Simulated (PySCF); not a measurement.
Isomers of C5H15GeN, mass 163.042 u with the commonest isotopes. Level of theory: PBE0-D3(BJ)/def2-SVP geometry optimisation, gas phase (PySCF). One conformer each, none proved a minimum here; rigid rotors.

Problem. Order these by rotational constant B, smallest first.
A. GeH2Me(NEt2) (`[H][Ge]([H])([CH3])[N](CC)CC`)
B. `[H][Ge]([H])([CH3])[NH]C(C)(C)C` (GeH2Me(NHtBu))
C. `[CH3:1][CH2:2][CH2:3][CH2:4][N:5]([CH3:6])[GeH3:7]` with C1–C2–C3–C4 179°, C2–C3–C4–N5 174°, C3–C4–N5–C6 -172°
D. `[CH3:1][CH2:2][CH2:3][CH2:4][CH2:5][NH:6][GeH3:7]` with C1–C2–C3–C4 180°, C2–C3–C4–C5 180°, C3–C4–C5–N6 -179°, C4–C5–N6–Ge7 162°

Solution. D (371.2 MHz), C (761.7 MHz), B (925.5 MHz), A (1203 MHz).

Problem. Order these by out-of-plane moment Σ m c² = (Ia + Ib − Ic)/2, smallest first.
A. GeH2Me(NHtBu), `[H][Ge]([H])([CH3])[NH]C(C)(C)C`
B. `[H][Ge]([H])([CH3])[N](CC)CC` (GeH2Me(NEt2))
C. `[CH3:1][CH2:2][CH2:3][CH2:4][N:5]([CH3:6])[GeH3:7]` with C1–C2–C3–C4 179°, C2–C3–C4–N5 174°, C3–C4–N5–C6 -172°

Solution. C (13.79 u·Å²), B (58.02 u·Å²), A (60.28 u·Å²).

Problem. Order these by rotational constant C, largest first.
A. GeH2Me(NHtBu) (`[CH3][GeH2][NH]C(C)(C)C`)
B. `[CH3:1][CH2:2][CH2:3][CH2:4][CH2:5][NH:6][GeH3:7]` with C1–C2–C3–C4 180°, C2–C3–C4–C5 180°, C3–C4–C5–N6 -179°, C4–C5–N6–Ge7 162°
C. GeH2Me(NEt2), `[H][Ge]([H])([CH3])[N](CC)CC`
D. `[CH3:1][CH2:2][CH2:3][CH2:4][N:5]([CH3:6])[GeH3:7]` with C1–C2–C3–C4 179°, C2–C3–C4–N5 174°, C3–C4–N5–C6 -172°

Solution. C (934.0 MHz), A (884.5 MHz), D (621.2 MHz), B (366.1 MHz).

```
                         SMILES  point group  Ia (u·Å²)  Ib (u·Å²)  Ic (u·Å²)      κ  μa (D)  μb (D)  μc (D)
[H][Ge]([H])([CH3])[NH]C(C)(C)C           C1     145.82     546.08     571.34  -0.97    0.02    0.71    0.49
               CCCC[N](C)[GeH3]           C1     177.60     663.47     813.49  -0.87    0.37    0.33    0.25
                CCCCC[NH][GeH3]           C1      46.62    1361.62    1380.38  -1.00    0.49    0.19    0.67
   [H][Ge]([H])([CH3])[N](CC)CC           C1     237.00     420.14     541.09  -0.55    0.02    0.43    0.63
```
